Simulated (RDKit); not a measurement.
Job for RDKit: MMFF94 on CH3Cl (SMILES CCl).

```python
from rdkit import Chem
from rdkit.Chem import AllChem, rdDetermineBonds

blocks = [
'''5

C    -0.26932197    1.08040423   -0.42773151
Cl   -0.15216577   -0.70344389   -0.26954953
H    -1.19973286    1.31737333   -0.93468570
H    -0.25586036    1.51169137    0.56865453
H     0.58093530    1.42792704   -1.00660750
''',
]
mol = None
for b in blocks:
    f = Chem.MolFromXYZBlock(b)
    rdDetermineBonds.DetermineBonds(f, charge=0)
    mol = f if mol is None else Chem.CombineMols(mol, f)
Chem.SanitizeMol(mol)
print(Chem.MolToSmiles(Chem.RemoveHs(mol)))
ff = AllChem.MMFFGetMoleculeForceField(mol, AllChem.MMFFGetMoleculeProperties(mol), nonBondedThresh=100.0, ignoreInterfragInteractions=False)
e = ff.CalcEnergy()
print(f'MMFF94 energy {e:.6f} kcal/mol')
```

The log:

```
CCl
MMFF94 energy 0.245026 kcal/mol
```

The run finished.

Cost: roughly 0.020 core-seconds.
